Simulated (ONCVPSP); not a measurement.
**What one change does to a pseudopotential (Os, ONCV)**

- Element: Os
- Generator: ONCVPSP 4.0.1
- Type: optimised norm-conserving Vanderbilt (ONCV)
- Functional: PBEsol
- Relativity: fully relativistic
- Frozen core: [Kr] 4d10 4f14
- Valence charge: 16
- Reference configuration: 5s2 5p6 5d6 6s1 (charge +1)
- Partial waves: 5s+6s: rc 1.60 bohr, ncon 3, nbas 6, qcut 7 1/bohr, 2 projectors; 5p: rc 1.50 bohr, ncon 4, nbas 8, qcut 8.2 1/bohr, 1 projector; 5d: rc 2.45 bohr, ncon 3, nbas 8, qcut 6.9 1/bohr, 2 projectors, debl 1.7 Ha
- Local potential: polynomial inside 1.00 bohr (lpopt 5, dvloc0 6 Ha)
- Core correction: none

Open shells are filled in proportion to 2j + 1.

All-electron outer shells of the reference configuration (PBEsol, scalar-relativistic, ld1.x):

```json
{"shell": "5s", "level (eV)": "-99.66", "outermost node (bohr)": "0.51", "outermost maximum (bohr)": "0.91"}
{"shell": "4f", "level (eV)": "-60.07", "outermost node (bohr)": "–", "outermost maximum (bohr)": "0.40"}
{"shell": "5p", "level (eV)": "-58.95", "outermost node (bohr)": "0.55", "outermost maximum (bohr)": "1.03"}
{"shell": "5d", "level (eV)": "-14.18", "outermost node (bohr)": "0.60", "outermost maximum (bohr)": "1.36"}
{"shell": "6s", "level (eV)": "-13.19", "outermost node (bohr)": "1.20", "outermost maximum (bohr)": "2.39"}
```

Change: core correction Teter function, fcfact 4.25, rcfact 1.15.

Cutoffs: the cutoffs (Ha) at which the residual kinetic energy of the hardest occupied pseudo-wave falls to 1 and 0.1 mHa per electron; they do not see the model core or the augmentation charge, which bear on the density cutoff. Errors are all-electron minus pseudo energies relative to the spin-unpolarised reference configuration.

Question: Predict the effect on cutoff, ghosts and configuration errors.

Answer: The potential gets neither clearly harder nor softer (26 Ha and 31 Ha → 26 Ha and 31 Ha); of the 4 tests that both files solve, the error grows in 2 and shrinks in 0 by more than 15 % and 0.3 meV (median size 2.5 → 2.7 meV); neither file shows a bound ghost. A model core, the more so a compact one, raises the density cutoff, which this test does not measure.

| quantity | base | changed |
| --- | --- | --- |
| cutoff, loose | 26 Ha | 26 Ha |
| cutoff, tight | 31 Ha | 31 Ha |
| bound ghosts | none | none |
| GHOST(+) flags under 300 eV | s at 104.7 eV | s at 104.7 eV |
| error for 5s2 5p6 5d6 6s2, meV [ΔE -9.63 eV] | -0.4 | -0.8 |
| error for 5s2 5p6 5d6 6s0, meV [ΔE 16.94 eV] | -0.3 | -1.2 |
| error for 5s2 5p6 5d5 6s0, meV [ΔE 45.82 eV] | +4.6 | +4.1 |
| error for 5s2 5p6 5d6 6s0 6p2, meV [ΔE 0.81 eV] | +201 | +201 |
| s: phases at 1.63 bohr within 0.05 rad from the reference energy up to (Ha; the scan ends near 5) | 3.4 | 3.4 |
| p3/2: phases at 1.52 bohr within 0.05 rad from the reference energy up to (Ha; the scan ends near 5) | 0.9 | 0.9 |
| p1/2: phases at 1.52 bohr within 0.05 rad from the reference energy up to (Ha; the scan ends near 5) | 0.4 | 0.4 |
| d5/2: phases at 2.49 bohr within 0.05 rad from the reference energy up to (Ha; the scan ends near 5) | to the end of the scan | to the end of the scan |
| d3/2: phases at 2.49 bohr within 0.05 rad from the reference energy up to (Ha; the scan ends near 5) | to the end of the scan | to the end of the scan |

Base: These tests converged, but a pseudo level misses the all-electron one widely, so the file describes the atom poorly there or has found another state: 5s2 5p6 5d6 6s0 6p2: empty 6s by 12.4 eV. Changed file: These tests converged, but a pseudo level misses the all-electron one widely, so the file describes the atom poorly there or has found another state: 5s2 5p6 5d6 6s0 6p2: empty 6s by 12.4 eV.
